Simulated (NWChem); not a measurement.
System: CH₆FNSi; SMILES NC[SiH2]F

```xyz
10

N      0.0813     2.1441     0.0000
C     -0.7117     0.9159     0.0000
Si     0.4123    -0.5909     0.0000
F     -0.4057    -2.0023     0.0000
H      0.6837     2.2026     0.8188
H      0.6837     2.2026    -0.8188
H     -1.3816     0.9130    -0.8762
H     -1.3816     0.9130     0.8762
H      1.2754    -0.5594     1.2183
H      1.2754    -0.5594    -1.2183
```
Atoms are numbered in this order, from 1.

Computed with NWChem. Geometry: optimised at PBE0/def2-SVP. Level: M05-2X/def2-SVP with SMD (1 M gas to 1 M solution), gas-phase geometry. Reactions with the solvent are ignored.

**Question.** Order these by “solvation free energy (kcal/mol)”, lowest first: methanol; anisole; cyclohexane; water; ethyl acetate.

**Answer.** methanol (-5.4), ethyl acetate (-4.3), anisole (-3.5), water (-3.0), cyclohexane (-2.2)
